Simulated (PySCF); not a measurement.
**Polarisability and C₆ of Cu (copper, neutral)**

[Ar] 3d9 4s2, 2D determinant (an excited configuration). Calculation: PySCF 2.14, in aug-cc-pwCVDZ-PP with ECP10MDF; scalar relativity through the core potential. Coupled (time-dependent) response in atomic units; α is the mean over directions. A double-zeta set is small for polarisabilities.

| method | mean α (bohr³) | α xx, yy, zz | C₆ (like pair) | S(−4) |
| --- | --- | --- | --- | --- |
| LC-wPBE | 45.29 | 45.83, 45.83, 44.20 | 342.2 | 1062 |

S(−4) is the Cauchy moment in α(ω) = α(0) + S(−4) ω² + …

α(iu) at LC-wPBE:

```tsv
u (hartree)	α(iu) (bohr³)
0	45.29
0.0500	42.80
0.100	36.85
0.200	24.23
0.300	15.94
0.500	8.197
0.750	4.638
1.00	3.135
1.50	1.889
2.00	1.356
3.00	0.8470
5.00	0.4315
```

A single London oscillator, α(iu) = α/(1 + u²/ω²), gives C₆ = (3/4) ω α². Matching the computed C₆ needs ω = 4 × 342.2 / (3 × 45.29²) = 0.222 hartree.

The components differ because the open shell of this determinant is not spherical; for a pure term their mean is the scalar polarisability.

Energies and moments cover only the electrons outside the core potential.
